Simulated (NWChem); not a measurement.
Program: NWChem. System: C3H3Cl2F, charge 0, spin multiplicity 1, at a geometry optimised with B3LYP/def2-SVP. The structure started from a generated list of species. Level: PBE/def2-SVP.

The NWChem input:

```
start mol
memory heap 200 mb stack 800 mb global 1000 mb
geometry units angstroms nocenter noautoz noautosym
  F     -1.948061    -0.529307    -1.022314
  C     -1.383444    -0.003722     0.089352
  C     -0.781221     1.373410     0.001207
  C      0.109422     0.162943     0.131376
  Cl     1.044075    -0.354815    -1.272754
  Cl     0.921499    -0.115904     1.683692
  H     -1.884903    -0.323854     1.009188
  H     -0.868420     2.046511     0.858247
  H     -0.797431     1.847536    -0.984153
end
basis spherical
  * library def2-svp
end
dft
  xc xpbe96 cpbe96
  semidirect memsize 60000000 filesize 0
  iterations 100
end
task dft energy
```

Part of the output:

```
             Northwest Computational Chemistry Package (NWChem) 7.3.0
             --------------------------------------------------------

                                NWChem Input Module
                                -------------------

 Scaling coordinates for geometry "geometry" by  1.889725989
 (inverse scale =  0.529177249)

                             Geometry "geometry" -> ""
                             -------------------------

 Output coordinates in angstroms (scale by  1.889725989 to convert to a.u.)

  No.       Tag          Charge          X              Y              Z
 ---- ---------------- ---------- -------------- -------------- --------------
    1 F                    9.0000    -1.94806100    -0.52930700    -1.02231400
    2 C                    6.0000    -1.38344400    -0.00372200     0.08935200
    3 C                    6.0000    -0.78122100     1.37341000     0.00120700
    4 C                    6.0000     0.10942200     0.16294300     0.13137600
    5 Cl                  17.0000     1.04407500    -0.35481500    -1.27275400
    6 Cl                  17.0000     0.92149900    -0.11590400     1.68369200
    7 H                    1.0000    -1.88490300    -0.32385400     1.00918800
    8 H                    1.0000    -0.86842000     2.04651100     0.85824700
    9 H                    1.0000    -0.79743100     1.84753600    -0.98415300

 Effective nuclear repulsion energy (a.u.)     358.9631478014

            Nuclear Dipole moment (a.u.)
            ----------------------------
        X                 Y               Z
 ---------------- ---------------- ----------------
    -0.0000056692    -0.0000132281     0.0000226767


 Summary of "ao basis" -> "" (spherical)
 ------------------------------------------------------------------------------
       Tag                 Description            Shells   Functions and Types
 ---------------- ------------------------------  ------  ---------------------
 *                          def2-svp                  on all atoms

  pbe96 is a nonlocal functional; adding pw91lda local functional.
[...]
 Vector   32  Occ=2.000000D+00  E=-2.376039D-01
              MO Center=  1.4D-01, -3.5D-03,  6.9D-02, r^2= 3.7D+00
   Bfn.  Coefficient  Atom+Function         Bfn.  Coefficient  Atom+Function
  ----- ------------  ---------------      ----- ------------  ---------------
    68     -0.329066  5 Cl py                86     -0.313158  6 Cl py
    31      0.308709  3 C  s                 47      0.272562  4 C  py
    18     -0.239966  2 C  px                65     -0.230305  5 Cl py
    83     -0.222109  6 Cl py                85     -0.184063  6 Cl px
    67     -0.182913  5 Cl px                 4     -0.181084  1 F  px

 Vector   33  Occ=0.000000D+00  E=-2.953680D-02
              MO Center= -2.1D-01,  3.0D-01,  1.7D-01, r^2= 4.2D+00
   Bfn.  Coefficient  Atom+Function         Bfn.  Coefficient  Atom+Function
  ----- ------------  ---------------      ----- ------------  ---------------
    51      0.678459  4 C  pz                99     -0.469761  8 H  s
    94     -0.467158  7 H  s                 48      0.455865  4 C  pz
   104      0.441017  9 H  s                 87      0.378632  6 Cl pz
    60      0.371275  5 Cl s                 67     -0.360210  5 Cl px
    78     -0.352924  6 Cl s                 69      0.314044  5 Cl pz

 Vector   34  Occ=0.000000D+00  E=-2.303421D-02
              MO Center=  6.4D-01, -5.0D-02,  1.7D-01, r^2= 3.1D+00
   Bfn.  Coefficient  Atom+Function         Bfn.  Coefficient  Atom+Function
  ----- ------------  ---------------      ----- ------------  ---------------
    45      1.186518  4 C  s                 87      0.611728  6 Cl pz
    69     -0.588393  5 Cl pz                44      0.536273  4 C  s
    60     -0.460525  5 Cl s                 78     -0.442325  6 Cl s
    49      0.351065  4 C  px                46      0.342152  4 C  px
    67      0.249201  5 Cl px                84      0.232402  6 Cl pz

 Vector   35  Occ=0.000000D+00  E= 5.889001D-02
              MO Center= -1.1D+00,  1.5D+00,  3.5D-01, r^2= 5.0D+00
   Bfn.  Coefficient  Atom+Function         Bfn.  Coefficient  Atom+Function
  ----- ------------  ---------------      ----- ------------  ---------------
    31      2.075658  3 C  s                 99     -1.276267  8 H  s
   104     -1.201092  9 H  s                 94     -0.907799  7 H  s
    17      0.683580  2 C  s                 45     -0.498906  4 C  s
    36      0.387639  3 C  py                50     -0.276552  4 C  py
    23      0.266765  2 C  pz                30      0.244334  3 C  s

 center of mass
 --------------
 x =   0.05142809 y =  -0.06685225 z =  -0.02213579

 moments of inertia (a.u.)
 ------------------
         783.555075987980          43.697544627011        -151.640569931433
          43.697544627011        1263.781628667179         -68.121703517941
        -151.640569931433         -68.121703517941         771.306101605220

     Multipole analysis of the density
     ---------------------------------

     L   x y z        total         alpha         beta         nuclear
     -   - - -        -----         -----         ----         -------
     0   0 0 0      0.000000    -32.000000    -32.000000     64.000000

     1   1 0 0     -0.372901     -0.186448     -0.186448     -0.000006
     1   0 1 0      0.519888      0.259951      0.259951     -0.000013
     1   0 0 1      0.306930      0.153453      0.153453      0.000023

     2   2 0 0    -35.889073   -173.789114   -173.789114    311.689154
     2   1 1 0     -1.037599     13.360371     13.360371    -27.758342
     2   1 0 1     -1.888033    -35.200033    -35.200033     68.512032
     2   0 2 0    -34.040284    -60.004067    -60.004067     85.967849
     2   0 1 1     -0.482513    -16.270607    -16.270607     32.058702
     2   0 0 2    -35.095851   -174.695241   -174.695241    314.294632

 Task  times  cpu:       11.2s     wall:       11.2s

 Total times  cpu:       11.2s     wall:       11.2s
```
